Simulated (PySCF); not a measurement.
SMILES C[SiH2][CH2][Al]([CH3])[CH3], singlet (GFN2-xTB optimised geometry):

```
19

Si    -1.404    -1.408     0.000
C     -1.962     0.408     0.000
C      0.498    -1.408     0.000
Al     1.168     0.087     1.152
C      2.101     1.626     0.294
C      0.843     0.013     3.117
H     -1.973    -2.079    -1.182
H     -1.945    -2.071     1.197
H     -3.033     0.513     0.137
H     -1.697     0.903    -0.930
H     -1.467     0.948     0.809
H      0.848    -1.262    -1.030
H      0.846    -2.402     0.298
H      1.495     2.112    -0.479
H      3.033     1.328    -0.199
H      2.366     2.402     1.020
H      0.272    -0.877     3.402
H      0.282     0.879     3.487
H      1.771    -0.010     3.698
```

Calculation: CAM-B3LYP/def2-SVP (PySCF).

Problem. What are the frontier orbital energies and the dipole moment?

Solution. HOMO-2 -9.97 eV, HOMO-1 -8.99 eV, HOMO -8.68 eV, LUMO 0.53 eV, LUMO+1 1.60 eV; dipole moment 0.63 D.

On the same geometry PBE/def2-SVP run with PySCF gives HOMO-2 -7.30 eV, HOMO-1 -6.33 eV, HOMO -6.13 eV, LUMO -1.26 eV, LUMO+1 -0.07 eV; dipole moment 0.71 D.

Meta-Löwdin charges at CAM-B3LYP/def2-SVP: Si1 0.66, C2 -0.54, C3 -0.70, Al4 0.82, C5 -0.59, C6 -0.60, H7 -0.12, H8 -0.12, H9 0.12, H10 0.11, H11 0.10, H12 0.11, H13 0.11, H14 0.11, H15 0.11, H16 0.10, H17 0.10, H18 0.11, H19 0.11.
